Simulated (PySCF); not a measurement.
Spinor energies of Ar¹⁴⁺ (argon, charge +14)

Start: [He] 2s2. Calculated with PySCF 2.14 in an even-tempered Gaussian basis (17 s from 2.6 bohr⁻², ratio 2.4; 10 p from 3.4 bohr⁻², ratio 2.4; 5 d from 11 bohr⁻², ratio 2.6; 4 f from 17 bohr⁻², ratio 2.6): generalised Hartree-Fock with the X2C-1e Hamiltonian and a Gaussian nucleus; one run each with spin-orbit coupling (SO) switched off, then screened by Boettger's factors.

```
spinor shell  electrons  ε, spin-free (eV)  ε, screened SO (eV)  weight of nominal j (screened SO)  rms radius, screened SO (bohr)
       1s1/2          2            -3942.9              -3942.9                              1.000                          0.0979
       2s1/2          2            -850.37              -850.37                              1.000                           0.392
```

| quantity | spin-free | screened SO |
| --- | --- | --- |
| E (hartree) | -379.15351 | -379.15351 |
| M_J | 0 | 0 |
| ⟨J²⟩ | 0.000 | 0.000 |
| ⟨L²⟩ | 0.000 | 0.000 |
| ⟨S²⟩ | 0.000 | 0.000 |

Without spin-orbit coupling the j labels of p, d and f shells carry no meaning; the spin-free column gives the mean over the occupied spinors of each nl shell.
